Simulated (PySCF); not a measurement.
# Static response to an electric field

Compound: Ge2H6.
Structure used (PBE0-D3(BJ)/def2-SVP), in Å, numbered top down from 1:
```
atom  x, y, z in Å
Ge1   -1.183    0.125   -0.014
Ge2    1.225   -0.110    0.033
H3    -1.796   -0.847   -1.038
H4    -1.575    1.561   -0.405
H5    -1.778   -0.185    1.372
H6     1.616   -1.549    0.420
H7     1.839    0.858    1.061
H8     1.821    0.203   -1.352
```

Level: CAM-B3LYP/def2-SVPD (PySCF), static field, nuclei fixed, core orbitals frozen in the response. The polarisability tensor in these axes (au):

```
x   83.44 -2.11  0.41
y   -2.11 62.09 -0.04
z    0.41 -0.04 61.90
```

**Question.** What are the eigenvalues, a third of the trace, and Δα (Δα² = ½Σ(αi − αj)² over the three pairs)?

**Answer.** Principal values 61.89, 61.89 and 83.65 au; mean 69.14 au = 10.25 Å³ = 11.40 × 10⁻⁴⁰ C²·m²/J; Δα = 21.76 au (31 % of the mean).

**Question.** What is the dipole moment?

**Answer.** 0.01 D; point group D3d allows none, and the residue is numerical.

**Question.** Give the eigenvalues of the traceless quadrupole moment Θ = ½Σq(3rr − r²1), origin at the centre of nuclear charge.

**Answer.** -0.95, 0.48, 0.48 D·Å. The electronic extent ⟨r²⟩ about the same centre is 535 bohr², a root-mean-square distance of 1.46 Å for the 70 electrons.

**Question.** Refractivity n − 1 of an ideal gas of it at 400 K and 1 atm, from the electronic α?

**Answer.** N = p/kT = 1.8347 × 10¹⁹ cm⁻³, so n − 1 = 2π × N × 10.25 × 10⁻²⁴ cm³ = 1181 × 10⁻⁶ at long wavelengths.

**Question.** Rayleigh depolarisation ratio (linearly polarised light, static tensor)?

**Answer.** ρ = 3Δα²/(45ᾱ² + 4Δα²) = 1421.0/(215144 + 1894.7) = 0.00655.

Geometry: PBE0-D3(BJ)/def2-SVP; no solvent, vibrations or thermal averaging. The calculation is non-relativistic, for germanium too.

These values come from a run that also computed excited states. On an AMD EPYC 7B13 with one thread (shared host), this took 7.6 s and 0.54 GiB of memory at its peak.
